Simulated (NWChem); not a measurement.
System: C$_{3}$H$_{5}$N$_{2}$ cation; SMILES c1c[nH+]c[nH]1

Input file for NWChem:

```
start job
memory heap 200 mb stack 900 mb global 1100 mb
charge 1
geometry units angstroms noautosym nocenter noautoz
  C     -0.681970     0.000000    -0.974087
  C      0.681970     0.000000    -0.974087
  N      1.069995     0.000000     0.343780
  C      0.000000     0.000000     1.133485
  N     -1.069995     0.000000     0.343780
  H     -1.393548     0.000000    -1.796260
  H      1.393548     0.000000    -1.796260
  H      2.031643     0.000000     0.677260
  H      0.000000     0.000000     2.222287
  H     -2.031643     0.000000     0.677260
end
basis spherical
  C library 6-31g*
  N library 6-31g*
  H library 6-31g*
end
dft
  xc hfexch
  iterations 150
  mulliken
end
task dft energy
esp
  recalculate
  probe 0.07
  range 0.3
  factor 1.0
  spacing 0.02
end
task esp
```

Excerpt of the output:

```
             Northwest Computational Chemistry Package (NWChem) 7.3.0
             --------------------------------------------------------

                             Geometry "geometry" -> ""
                             -------------------------

 Output coordinates in angstroms (scale by  1.889725989 to convert to a.u.)

  No.       Tag          Charge          X              Y              Z
 ---- ---------------- ---------- -------------- -------------- --------------
    1 C                    6.0000    -0.68197000     0.00000000    -0.97408700
    2 C                    6.0000     0.68197000     0.00000000    -0.97408700
    3 N                    7.0000     1.06999500     0.00000000     0.34378000
    4 C                    6.0000     0.00000000     0.00000000     1.13348500
    5 N                    7.0000    -1.06999500     0.00000000     0.34378000
    6 H                    1.0000    -1.39354800     0.00000000    -1.79626000
    7 H                    1.0000     1.39354800     0.00000000    -1.79626000
    8 H                    1.0000     2.03164300     0.00000000     0.67726000
    9 H                    1.0000     0.00000000     0.00000000     2.22228700
   10 H                    1.0000    -2.03164300     0.00000000     0.67726000

 Effective nuclear repulsion energy (a.u.)     173.2903739417

  xc_inp: hfexch multiplicative factor not found.

                                 NWChem DFT Module
                                 -----------------

 Summary of "ao basis" -> "ao basis" (spherical)
 ------------------------------------------------------------------------------
       Tag                 Description            Shells   Functions and Types
 ---------------- ------------------------------  ------  ---------------------
 C                           6-31g*                  6       14   3s2p1d
 N                           6-31g*                  6       14   3s2p1d
 H                           6-31g*                  2        2   2s

            General Information
            -------------------
          SCF calculation type: DFT
          Wavefunction type:  closed shell.
          No. of atoms     :    10
          No. of electrons :    36
           Alpha electrons :    18
            Beta electrons :    18
          Charge           :     1
          Spin multiplicity:     1
          Use of symmetry is: off; symmetry adaption is: off
          Maximum number of iterations: 150
          AO basis - number of functions:    80
                     number of shells:    40
          Convergence on energy requested:  1.00D-06
          Convergence on density requested:  1.00D-05
          Convergence on gradient requested:  5.00D-04

              XC Information
              --------------
                     Hartree-Fock (Exact) Exchange  1.000

      Superposition of Atomic Density Guess
      -------------------------------------

 Sum of atomic energies:        -224.05940163

 Renormalizing density from      37.00 to     36

      Non-variational initial energy
      ------------------------------

 Total energy =    -223.375857
 1-e energy   =    -627.514981
 2-e energy   =     230.848750
 HOMO         =      -0.564522
 LUMO         =      -0.273460

     ---------------------------------------------
      Total Density - Mulliken Population Analysis
     ---------------------------------------------

    Atom       Charge   Shell Charges
 -----------   ------   -------------------------------------------------------
    1 C    6     6.10   2.00  0.78  2.04  0.49  0.73  0.06
    2 C    6     6.10   2.00  0.78  2.04  0.49  0.73  0.06
    3 N    7     7.72   2.00  0.84  2.68  0.79  1.38  0.04
    4 C    6     5.57   2.00  0.77  1.85  0.41  0.48  0.07
    5 N    7     7.72   2.00  0.84  2.68  0.79  1.38  0.04
    6 H    1     0.62   0.42  0.20
    7 H    1     0.62   0.42  0.20
    8 H    1     0.46   0.37  0.09
    9 H    1     0.62   0.42  0.20
   10 H    1     0.46   0.37  0.09

   convergence    iter        energy       DeltaE   RMS-Dens  Diis-err
 ---------------- ----- ----------------- --------- --------- ---------
 d= 0,ls=0.0,diis     1   -225.0787476489 -3.98D+02  9.91D-03  8.50D-01
 d= 0,ls=0.0,diis     2   -225.1723481768 -9.36D-02  3.20D-03  1.73D-01
 d= 0,ls=0.0,diis     3   -225.1915359850 -1.92D-02  1.19D-03  7.05D-03
 d= 0,ls=0.0,diis     4   -225.1925600527 -1.02D-03  1.90D-04  3.61D-04
 d= 0,ls=0.0,diis     5   -225.1926076629 -4.76D-05  6.42D-05  1.40D-05
  Resetting Diis
 d= 0,ls=0.0,diis     6   -225.1926107541 -3.09D-06  1.94D-05  1.15D-06
 d= 0,ls=0.0,diis     7   -225.1926112246 -4.71D-07  8.58D-06  4.06D-07

         Total DFT energy =     -225.192611224637
      One electron energy =     -638.860705653078
           Coulomb energy =      270.692152329268
    Exchange-Corr. energy =      -30.314431842549
 Nuclear repulsion energy =      173.290373941722

 Numeric. integr. density =        0.000000000000

                       DFT Final Molecular Orbital Analysis
                       ------------------------------------

 Vector   16  Occ=2.000000D+00  E=-8.041793D-01
              MO Center= -1.1D-12, -1.1D-16, -9.4D-01, r^2= 2.2D+00
   Bfn.  Coefficient  Atom+Function         Bfn.  Coefficient  Atom+Function
  ----- ------------  ---------------      ----- ------------  ---------------
     3      0.387551   1 C  px               17     -0.387551   2 C  px
    71     -0.165262   6 H  s                73     -0.165262   7 H  s
     7      0.158526   1 C  px               21     -0.158526   2 C  px
    31      0.112523   3 N  px               59     -0.112523   5 N  px
    72     -0.087366   6 H  s                74     -0.087366   7 H  s

 Vector   17  Occ=2.000000D+00  E=-6.654360D-01
              MO Center= -1.6D-13,  3.5D-15,  2.3D-01, r^2= 2.0D+00
   Bfn.  Coefficient  Atom+Function         Bfn.  Coefficient  Atom+Function
  ----- ------------  ---------------      ----- ------------  ---------------
    32      0.420504   3 N  py               60     -0.420504   5 N  py
    36      0.346547   3 N  py               64     -0.346547   5 N  py
     4     -0.126403   1 C  py               18      0.126403   2 C  py
     8     -0.066721   1 C  py               22      0.066721   2 C  py
    52      0.038086   4 C  d -2

 Vector   18  Occ=2.000000D+00  E=-5.435182D-01
              MO Center=  1.8D-14,  2.7D-16, -4.7D-01, r^2= 2.2D+00
   Bfn.  Coefficient  Atom+Function         Bfn.  Coefficient  Atom+Function
  ----- ------------  ---------------      ----- ------------  ---------------
     4      0.351731   1 C  py               18      0.351731   2 C  py
    46     -0.286256   4 C  py                8      0.281686   1 C  py
    22      0.281686   2 C  py               50     -0.222950   4 C  py
    32     -0.104845   3 N  py               60     -0.104845   5 N  py
    36     -0.097102   3 N  py               64     -0.097102   5 N  py

 Vector   19  Occ=0.000000D+00  E=-4.825295D-02
              MO Center=  3.0D-14, -8.6D-16,  7.2D-01, r^2= 2.2D+00
   Bfn.  Coefficient  Atom+Function         Bfn.  Coefficient  Atom+Function
  ----- ------------  ---------------      ----- ------------  ---------------
    50      0.749494   4 C  py               36     -0.497243   3 N  py
    64     -0.497243   5 N  py               46      0.435766   4 C  py
    32     -0.297404   3 N  py               60     -0.297404   5 N  py
     8      0.174823   1 C  py               22      0.174823   2 C  py
     4      0.105260   1 C  py               18      0.105260   2 C  py

 Vector   20  Occ=0.000000D+00  E= 5.410350D-03
              MO Center= -4.1D-14,  4.5D-16, -8.7D-01, r^2= 2.3D+00
   Bfn.  Coefficient  Atom+Function         Bfn.  Coefficient  Atom+Function
  ----- ------------  ---------------      ----- ------------  ---------------
     8      0.749578   1 C  py               22     -0.749578   2 C  py
     4      0.378701   1 C  py               18     -0.378701   2 C  py
    36      0.303056   3 N  py               64     -0.303056   5 N  py
    32      0.165955   3 N  py               60     -0.165955   5 N  py
    39      0.030845   3 N  d -1             67     -0.030845   5 N  d -1

 Vector   21  Occ=0.000000D+00  E= 1.964474D-02
              MO Center=  6.8D-12,  7.5D-17,  6.4D-01, r^2= 6.9D+00
   Bfn.  Coefficient  Atom+Function         Bfn.  Coefficient  Atom+Function
  ----- ------------  ---------------      ----- ------------  ---------------
    76      1.088740   8 H  s                80      1.088740  10 H  s
    34     -0.675793   3 N  s                62     -0.675793   5 N  s
    48     -0.615336   4 C  s                78      0.612445   9 H  s
    35     -0.451298   3 N  px               63      0.451298   5 N  px
    72      0.393963   6 H  s                74      0.393963   7 H  s

     ---------------------------------------------
      Total Density - Mulliken Population Analysis
     ---------------------------------------------

    Atom       Charge   Shell Charges
 -----------   ------   -------------------------------------------------------
    1 C    6     5.97   2.00  0.68  1.99  0.42  0.82  0.06
    2 C    6     5.97   2.00  0.68  1.99  0.42  0.82  0.06
    3 N    7     7.71   2.00  0.76  2.51  0.87  1.53  0.05
    4 C    6     5.59   2.00  0.70  1.94  0.32  0.53  0.09
    5 N    7     7.71   2.00  0.76  2.51  0.87  1.53  0.05
    6 H    1     0.68   0.50  0.18
    7 H    1     0.68   0.50  0.18
    8 H    1     0.52   0.47  0.06
    9 H    1     0.66   0.50  0.16
   10 H    1     0.52   0.47  0.06

     -------------------------------------------
      Total Density - Lowdin Population Analysis
     -------------------------------------------

    Atom       Charge   Shell Charges
 -----------   ------   -------------------------------------------------------
    1 C    6     6.07   1.99  0.53  1.83  0.40  1.21  0.13
    2 C    6     6.07   1.99  0.53  1.83  0.40  1.21  0.13
    3 N    7     7.10   1.99  0.65  2.34  0.46  1.56  0.10
    4 C    6     5.92   1.99  0.53  1.79  0.38  1.07  0.17
    5 N    7     7.10   1.99  0.65  2.34  0.46  1.56  0.10
    6 H    1     0.80   0.47  0.33
    7 H    1     0.80   0.47  0.33
    8 H    1     0.68   0.45  0.23
    9 H    1     0.79   0.47  0.32
   10 H    1     0.68   0.45  0.23

     Multipole analysis of the density
     ---------------------------------

     L   x y z        total         alpha         beta         nuclear
     -   - - -        -----         -----         ----         -------
     0   0 0 0      1.000000    -18.000000    -18.000000     37.000000

     1   1 0 0      0.000000      0.000000      0.000000      0.000000
     1   0 1 0      0.000000      0.000000      0.000000      0.000000
     1   0 0 1      0.681374      0.426601      0.426601     -0.171827

     2   2 0 0     -9.432918    -64.975573    -64.975573    120.518227
     2   1 1 0     -0.000000     -0.000000     -0.000000      0.000000
     2   1 0 1      0.000000      0.000000      0.000000      0.000000
     2   0 2 0    -22.757784    -11.378892    -11.378892      0.000000
     2   0 1 1     -0.000000     -0.000000     -0.000000      0.000000
     2   0 0 2    -11.844096    -64.949032    -64.949032    118.053967

                     NWChem Electrostatic Potential Fit Module
                     -----------------------------------------

 Atom parameters

 Number of atoms is                                   10
 Number of basis functions is                         80

 Grid parameters

 Maximum number of grid points is                  37931
 Number of grid points is                          37930
 Grid range                                     0.300000 nm
 Grid spacing                                   0.020000 nm
 Probe radius                                   0.070000 nm
 Atom radius factor                             1.000000

 Atomic radii

    1    0.100000
    6    0.147000
    7    0.140000
 FASTESP  F
  using M.O. file = ./job.movecs

    Atom              Coordinates                           Charge

                                                  ESP

    1 C    -0.068197    0.000000   -0.097409   -0.095816
    2 C     0.068197    0.000000   -0.097409   -0.093718
    3 N     0.107000    0.000000    0.034378   -0.129131
    4 C     0.000000    0.000000    0.113349    0.076832
    5 N    -0.107000    0.000000    0.034378   -0.133657
    6 H    -0.139355    0.000000   -0.179626    0.224862
    7 H     0.139355    0.000000   -0.179626    0.224306
    8 H     0.203164    0.000000    0.067726    0.348920
    9 H     0.000000    0.000000    0.222229    0.225934
   10 H    -0.203164    0.000000    0.067726    0.351468
                                            ------------
                                                1.000000

 Dipole moment                                  0.502272

 Quadrupole moment Qxx                         14.380264
                   Qyy                        -21.768297
                   Qzz                          7.388033

 RMS deviation kJ/mol                           0.061070

 RRMS %                                         2.943443
```

Level: Hartree-Fock/6-31G* (spherical d). Coordinates come from a PBE0/def2-SVP optimisation.
